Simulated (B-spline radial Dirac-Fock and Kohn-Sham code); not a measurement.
**EELS cross sections of the Cd M2 (3p1/2) edge**

System: the Cd atom in the configuration [Kr] 4d10 5s2. Model: the first Born approximation with generalised oscillator strengths from a Dirac-Hartree-Slater potential (longitudinal and transverse terms; continuum final states only, so no white lines or fine structure). Program: a B-spline atomic structure program. The edge is taken at 652.6 eV (tabulated value).

The run's input, task.json:

```json
{"items": [{
  "Z": 48,
  "q": 0,
  "cfg": [[1, 0, 2], [2, 0, 2], [2, 1, 6], [3, 0, 2], [3, 1, 6], [3, 2, 10], [4, 0, 2], [4, 1, 6], [4, 2, 10], [5, 0, 2]],
  "A": 114,
  "rrms": 4.6087,
  "do": "eels",
  "beams": [[60, 20], [60, 50], [80, 20], [100, 20], [120, 5], [120, 50], [120, 100], [200, 5], [200, 20], [200, 100], [300, 5], [300, 10], [300, 50], [300, 100]],
  "edges": {"M2": 652.6}
}]}
```

Run with: `python xray2_run.py task.json out`

Partial cross sections σ(β, Δ) in barn, integrated over a window Δ above the edge and up to the collection semi-angle β, for parallel illumination:

```
E₀ (kV)  β (mrad)  Δ = 25 eV  Δ = 50 eV  Δ = 100 eV  Δ = 200 eV  Δ = 300 eV
     60        20        130        287         576        1020        1330
     60        50        204        477        1030        1890        2510
     80        20        124        273         553         987        1300
    100        20          ?          ?           ?           ?           ?
    120         5       40.8       86.9         168         288         370
    120        50        149        354         776        1450        1960
    120       100        162        390         875        1670        2290
    200         5       47.2        101         198         345         450
    200        20       99.2        224         467         850        1130
    200       100        126        301         671        1280        1760
    300         5       51.4        111         218         386         507
    300        10       73.3        161         326         586         777
    300        50        106        251         554        1050        1440
    300       100        107        255         566        1080        1480
```

Q: Give the row for 100 kV and 20 mrad.

A: 117 b for 25 eV, 261 b for 50 eV, 531 b for 100 eV, 953 b for 200 eV, 1260 b for 300 eV.

Values without a named source are computed, but for edge energies of neutral atoms, which are taken from tables.
